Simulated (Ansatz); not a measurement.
A structure relaxed at PBE0-D4/def2-TZVP, charge 0, multiplicity 1:

```
atom    x (Å)    y (Å)    z (Å)
  C1  -1.1899  -1.2708   0.8120
  O2  -1.1013   0.0110   1.3510
  C3   0.2415   0.3784   1.6231
 Al4   1.3179   0.7955   0.0048
 Si5   0.3181   0.7264  -2.2396
  H6  -2.2372  -1.4700   0.5828
  H7  -0.8224  -2.0339   1.5141
  H8  -0.6051  -1.3627  -0.1209
  H9   0.7240  -0.3680   2.2767
 H10   0.1946   1.2960   2.2254
 H11   2.8352   1.2381   0.2122
 H12   0.7713  -0.5097  -2.9467
 H13   0.7243   1.8824  -3.0901
 H14  -1.1710   0.6871  -2.2048
```

Problem. Give its formula and SMILES.

Solution. C2H9AlOSi, `CO[CH2][AlH][SiH3]`.

Problem. Point group (tolerance 0.08 Å, 0.16 Å for H)?

Solution. C1.

Problem. Summarise the bond lengths by kind.

Solution. 2 × C–O 1.393 to 1.418 Å; 5 × C–H 1.090 to 1.105 Å; 1 × Al–C 1.988 Å; 1 × Al–Si 2.458 Å; 1 × Al–H 1.594 Å; 3 × H–Si 1.490 to 1.494 Å.

Results of the Gaussian-basis code of Ansatz.
